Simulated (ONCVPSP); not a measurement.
Before and after: ONCV potential for sulfur

ONCVPSP 4.0.1 input, shortened (lines: element, Z, core and valence counts, functional; n l f; lmax; l rc ep ncon nbas qcut; lloc lpopt rc5 dvloc0; l nproj debl; icmod fcfact rcfact), LDA (Perdew-Wang 92), scalar-relativistic:

```
  S 16.00    3    2  -001012      upf
    1    0    2.00
    2    0    2.00
    2    1    6.00
    3    0    1.75
    3    1    4.25
    2
    0    1.40    0.00    5   10    4.50
    1    1.35    0.00    4    8    6.30
    2    1.25    0.37    4    8    7.90
    4    5    1.15    0.00
    0    2    2.70
    1    2    2.70
    2    1    2.60
    0    0.00    0.00
```

Change: s: rc 1.3.

Cutoffs: the cutoffs (Ha) at which the residual kinetic energy of the hardest occupied pseudo-wave falls to 1 and 0.1 mHa per electron; they do not see the model core or the augmentation charge, which bear on the density cutoff. Errors are all-electron minus pseudo energies relative to the spin-unpolarised reference configuration.

How do hardness, ghosts and transferability respond?

The potential gets softer (22 Ha and 113 Ha → 19 Ha and 52 Ha); the errors of the 4 common tests hardly move; neither file shows a bound ghost.

```tsv
quantity	base	changed
cutoff, loose	22 Ha	19 Ha
cutoff, tight	113 Ha	52 Ha
loose cutoff by channel	s 22 Ha, p 6.7 Ha	s 19 Ha, p 6.7 Ha
bound ghosts	none	none
GHOST(+) flags under 300 eV	s at 171.8 eV	none
error for 3s2 3p4, meV [ΔE -2.55 eV]	+0.2	+0.2
error for 3s2 3p3, meV [ΔE 9.31 eV]	+1.7	+1.7
error for 3s2 3p2, meV [ΔE 31.68 eV]	+22	+21
error for 3s1 3p4, meV [ΔE 20.11 eV]	+4.7	+4.8
p: phases at 1.37 bohr within 0.05 rad from the reference energy up to (Ha; the scan ends near 5)	to the end of the scan	to the end of the scan
d: phases at 1.27 bohr within 0.05 rad from the reference energy up to (Ha; the scan ends near 5)	to the end of the scan	to the end of the scan
```
